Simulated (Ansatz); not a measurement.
```yaml
crystal:
  periodic: [false, false, false]
  atoms:
    - {symbol: Ti, position_ang: [0.689449, 0.686547, 1.248166]}
    - {symbol: Al, position_ang: [-1.293289, 0.692160, -0.261179]}
    - {symbol: Al, position_ang: [-0.963370, -1.845309, -0.804873]}
    - {symbol: Al, position_ang: [-0.091268, -1.681132, 1.501353]}
    - {symbol: Al, position_ang: [0.635146, 2.308622, -0.613707]}
    - {symbol: Al, position_ang: [1.023324, -0.160887, -1.069750]}
basis:
  gaussian: {orbitals: x2c-TZVPPall}
total_charge: -1
hamiltonian: {xc: {name: PBE0}}
correlation: {method: rpa, electrons: all}
scf: {omitted_lower_state_checks: [starts]}
```

```sh
$ ansatz run in.yaml --threads 4 --pin off --events-out ev --progress --plain --max-ram 4787MiB
```

Output, abridged:

```
Functional definition: PBE0
1684 factors; integrals over basis functions are off by at most 9.0e-4 eV
mean field evaluation 1: about -56230.5496 eV, gradient 1.2e2 eV
mean field evaluation 2: about -56230.7832 eV, gradient 1.2e2 eV
mean field evaluation 4: about -56236.3216 eV, gradient 6.5e1 eV
mean field evaluation 8: about -56256.8885 eV, gradient 1.5e1 eV
mean field evaluation 16: about -56257.4698 eV, gradient 8.1e-2 eV
mean field evaluation 32: about -56257.4698 eV, gradient 4.6e-5 eV
mean field -56257.46984871 eV, -2067.4238842575 hartree, gradient 2.9e-6 eV, S^2 0.000000; 0 other end points of the search recorded, 0 dependent functions left out; unrestricted orbitals would lower it
mean field evaluation 64: about -56176.2599 eV, gradient 3.0e-1 eV
unrestricted determinant -56176.26599765 eV, -2064.4396977728 hartree, S^2 2.8163
reference -56171.94303526 eV, -2064.2808318352 hartree; 44, 44 occupied and 230, 230 virtual orbitals, 1684 factors
Total energy: -56235.87694506 eV, -2066.6303596846 hartree
Relativity: scalar
Checks for a lower state left out: starts
```

Run time 83 s (4 threads of Arm Neoverse V1 on a shared host), peak host memory 1.4 GiB.

DK, ANO-RCC and x2c sets are all-electron and run with scalar relativity unless a key says otherwise. Correlated methods freeze no core orbitals; core or outer-core shells of Ti are correlated, in sets that lack core-valence functions. The highest occupied level of an anion often lies above zero with these methods, and sets without diffuse functions describe the outer electron poorly. The restricted singlet (for correlated methods, its reference) is unstable: a solution with broken spin symmetry lies lower.
